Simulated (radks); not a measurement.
All-electron atom: Cu XX in [Ne]. Calculated with a radial shooting solver on a logarithmic mesh with Libxc functionals: scalar-relativistic Kohn-Sham, PBEsol, spin-polarised, spherical densities, finite nucleus; Fermi nuclear charge, rms radius 3.8823 fm.

Radial electron density D(r) = 4 pi r^2 rho(r):

```
   r/bohr * D(r) (the largest magnitude, 37.4, reaches the edge; | marks zero)
 0.005056 |     *
 0.006127 |        *
 0.007423 |           *
 0.008995 |               *
  0.01099 |                    *
  0.01331 |                         *
  0.01613 |                                *
   0.0197 |                                      *
  0.02387 |                                            *
  0.02892 |                                                *
  0.03505 |                                                  *
   0.0428 |                                                 *
  0.05186 |                                              *
  0.06284 |                                         *
  0.07676 |                                      *
    0.093 |                                       *
   0.1127 |                                            *
   0.1365 |                                                   *
   0.1668 |                                                      *
   0.2021 |                                                  *
   0.2448 |                                      *
   0.2991 |                       *
   0.3624 |           *
   0.4391 |   *
    0.532 |*
   0.6498 *
   0.7873 *
```

D(r) has 2 maxima, at r = 0.0362, 0.165 bohr, and minima at 0.0812 bohr, inside which lie 2.14 electrons.
